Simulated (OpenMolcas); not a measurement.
# Ni⁺: CASPT2 settings compared

```json
{"Program": "OpenMolcas 26.06", "Basis": "ANO-RCC-VDZP [5s4p2d1f]", "Scalar Hamiltonian": "DKH2, point nucleus", "Active space": "9 electrons in 6 orbitals (3d 4s)", "State averaging": "2S+1 = 4 even, 10 roots; 2S+1 = 2 even, 29 roots", "Spin-orbit coupling": "RASSI with atomic mean-field integrals over the reference wave functions, term energies averaged over their components"}
```

Methods on the same reference wave functions:
A. CASSCF
B. SS-CASPT2, IPEA 0.75 Eh, imaginary shift 0.1 Eh (closed shells correlated: none)
C. MS-CASPT2, IPEA 0.75 Eh, imaginary shift 0.1 Eh (closed shells correlated: none)
D. XMS-CASPT2, IPEA 0.35 Eh, imaginary shift 0.25 Eh (closed shells correlated: 2s 2p 3s 3p)
E. XMS-CASPT2, IPEA 0.4 Eh, real shift 0.25 Eh (closed shells correlated: none)

Energies in cm-1 above 3d9 2D 5/2, the measured ground level; measured values from NIST Handbook of Basic Atomic Spectroscopic Data.

```csv
Level,A,B,C,D,E,Measured
3d8 4s 4F 9/2,-21214,9840,13980,23560,20270,8394
3d8 4s 4F 7/2,-20237,10770,14910,24320,21140,9330
3d8 4s 4F 5/2,-19447,11580,15720,25240,21990,10116
3d8 4s 4F 3/2,-18888,12150,16300,25850,22580,10664
3d8 4s 2F 7/2,-13491,14360,18500,25870,23420,
3d8 4s 2F 5/2,-12009,15790,19960,27200,24840,14996
3d9 2D 5/2,0.0,0.0,0.0,0.0,0.0,0.0
3d9 2D 3/2,1341,1516,1645,1657,1656,1507
```

A puts 3d8 4s 4F 9/2 lowest.

Deviations, from unrounded energies. A percentage is the sum of absolute deviations over the sum of measured energies, with the sign that they share, or ± where signs differ.

```csv
Against measurement,Levels,A,B,C,D,E
mean absolute deviation (cm-1),6,24000,1100,4600,12000,9600
fine structure of the ground term (%),1,-11.0,+0.6,+9.2,+10.0,+9.9
other configurations (%),5,-271.6,+12.4,+51.2,+135.8,+107.2
```

B lies closest to measurement on these levels and A furthest from it. The largest miss of B in the table is 3d8 4s 4F 3/2, by +1500 cm-1. The ranking rests on the paired levels alone, and a cruder setting can come out closer through cancelling errors.

Among B to E the level of the table that moves most is 3d8 4s 4F 9/2, by 14000 cm-1 (lowest in B, highest in D). Moves below CASPT2's spread within the term are not significant.

The lowest spin-free term lies below A's lowest term by 0.289 hartree in B, 0.308 hartree in C, 0.615 hartree in D, 0.345 hartree in E.

CASPT2 does not keep the components of a term degenerate, so their means are used; among the terms shown or strongly mixed into the levels shown the widest spread is 970 cm-1 (3d8 4s 2F, D). Over all roots computed the reference weight is 0.87 to 0.93 in D; the roots of lowest weight are the least certain, and an intruder state may touch them. A single d shell beside an s shell can misplace configurations of different d count against each other. Without dynamic correlation excited terms often stand tens of per cent too high (terms of higher spin than the ground term too low), and those without a measured partner can miss by more than the paired ones (holds for A). The lowest computed level is not the ground level that NIST lists (2D5/2) (holds for A). Some levels mix across a computed gap that differs much from the measured one, so their mixing is not that of the real levels (holds for D; E). Measured partners are found by configuration, term and J. A level has none where our copy of the source lacks it or the pairing is in doubt (some pairs that miss far off the trend of their configuration count as doubtful), and it then counts in no deviation. Only configurations of the active space appear. The table leaves out levels that lie high or whose names do not pair safely across all columns.
